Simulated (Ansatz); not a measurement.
Reaction (formal exchange of groups at the Al–Cl bond): `F[SiH2][AlH][Cl]` + GeH₄ → `F[SiH2][AlH][GeH3]` + HCl

Program: Ansatz. Geometries: PBE0-D4/def2-TZVP. ΔE: electronic, gas phase. CCSD(T)/CBS is the MP2 limit (def2-TZVPP, def2-QZVPP) plus CCSD(T) − MP2 in def2-TZVPP, frozen cores. This one scheme is used for every species. DFT in def2-TZVPP. For Ge outer-core shells are correlated without core-valence functions, which leaves a few kJ/mol of doubt a bond. Scalar relativity is left out up to krypton. One conformer a species, not always the lowest.

```tsv
level	ΔE (kJ/mol)
r2SCAN	139.6
CCSD/CBS(def2)	138.8
```

(1) What does CCSD(T)/CBS give? (An estimate is asked.)

Largest T1 diagnostic among the species: 0.012.

Answers

(1) Computed: +137.1 kJ/mol. The listed levels differ from it by 2.5, 1.7 kJ/mol.

In def2-TZVPP, CCSD(T) changes the Hartree–Fock value by −22.4 kJ/mol (the triples alone add −1.6 kJ/mol) and MP2 by −14.3 kJ/mol. From PBE to PBE0 (25 % exact exchange), in def2-TZVPP and without D4, ΔE moves by +5.4 kJ/mol.
